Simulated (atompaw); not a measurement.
## How hard is this Be PAW (atompaw) potential?

Be (Z = 4), PAW, made with atompaw 4.2.0.5 (LDA (PW92), scalar-relativistic). Core [He], reference 2s2 2p0. Waves: 2s (bound): rc 1.45 bohr; 2s channel at 2.5 Ry: rc 3.00 bohr; 2p (bound, empty): rc 3.00 bohr; 2p channel at 0.8 Ry: rc 3.00 bohr; 3d channel at 0.05 Ry: rc 3.00 bohr; 3d channel at 1.5 Ry: rc 3.00 bohr. Local part: vpsmatchnc scheme with l = 3 at 0 Ry, radius 3.00 bohr. Core correction: smooth core density matched at 2.15 bohr. Augmentation charge: sinc compensation charge, radius 2.30 bohr; PAW radius 3.00 bohr; waves and projectors: custom rrkj vanderbiltortho.

The pseudo-atom Hamiltonian at the reference potential is diagonalised in spherical Bessel functions j_l(qr) that vanish at 20 bohr, with q² up to the cutoff. All-electron valence levels (Ry): 2s -0.4116, 2p -0.1543.

Question: How do the lowest levels (Ry) of each channel move with the cutoff, and are there ghosts?

Answer:

| cutoff (Ry) | s #1 | p #1 | d #1 | d #2 | f #1 | f #2 | Σ f·Δε (mRy) |
| --- | --- | --- | --- | --- | --- | --- | --- |
| 8 | -0.4072 | -0.1542 | 0.0662 | 0.1550 | 0.1140 | 0.2437 | 8.9 |
| 10 | -0.4084 | -0.1543 | 0.0662 | 0.1550 | 0.1140 | 0.2437 | 6.4 |
| 12 | -0.4097 | -0.1543 | 0.0662 | 0.1550 | 0.1140 | 0.2437 | 3.9 |
| 18 | -0.4114 | -0.1543 | 0.0662 | 0.1550 | 0.1140 | 0.2437 | 0.4 |
| 21 | -0.4116 | -0.1543 | 0.0662 | 0.1550 | 0.1140 | 0.2437 | 0.1 |
| 25 | -0.4116 | -0.1543 | 0.0662 | 0.1550 | 0.1140 | 0.2437 | 0.1 |
| 400 | -0.4116 | -0.1543 | 0.0662 | 0.1550 | 0.1140 | 0.2437 | 0.0 |

Result: no extra level below or beside the all-electron valence levels (s, p, d, f tested); 10 mRy is reached at 8 Ry and 1 mRy at 18 Ry.
